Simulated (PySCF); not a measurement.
Gas-phase reaction: 2 Sn2O2 + 3 CO2 = 4 SnO2 + C3O2

Method: PySCF energies plus ideal-gas RRHO corrections (1 bar). † marks an energy on the PBE0/def2-TZVP geometry and frequencies; other levels use their own. MP2 and CCSD(T) freeze the core. All species are closed-shell singlets. Sn: scalar-relativistic def2 core potential, no spin-orbit coupling. Sn2O2, SnO2: computed as isolated molecules; such fragments, hydroxides, amides, oligomers or adducts are transient or little studied in the gas. MP2 isn't extrapolated to the basis-set limit; its ΔH°(298 K) is 1833.5 kJ in def2-SVP and 1657.5 kJ in def2-TZVPP. CCSD(T) isn't extrapolated to the basis-set limit; its ΔH°(298 K) is 1909.6 kJ in def2-SVP and 1716.3 kJ in def2-TZVPP. The harmonic model lacks anharmonicity and excited electronic states, which grow with temperature; levels with a mode under 35 cm⁻¹ are left out. Soft modes under 120 cm⁻¹ make the harmonic entropy rough for C3O2. Warning, large T1 diagnostic: C3O2, Sn2O2, SnO2 (CCSD(T)/def2-TZVPP†).

```
level                ΔE electronic, kJ  ΔH°(298 K), kJ  ΔS°(298 K), J/K  ΔG°(1600 K), kJ
-------------------  -----------------  --------------  ---------------  ---------------
BLYP/def2-TZVP†                   1559            1547               32             1472
CCSD(T)/def2-TZVPP†               1728            1716               32             1642
MP2/def2-SVP†                     1846            1834               32             1759
PBE/def2-TZVP†                    1580            1568               32             1493
PBE0/def2-SVP†                    1977            1964               32             1890
PBE0/def2-TZVP                    1774            1762               32             1687
ωB97M-V/def2-TZVP†                1860            1848               32             1773
```
ΔH° is lowest at BLYP/def2-TZVP† and highest at PBE0/def2-SVP†. No reference value is set beside these.
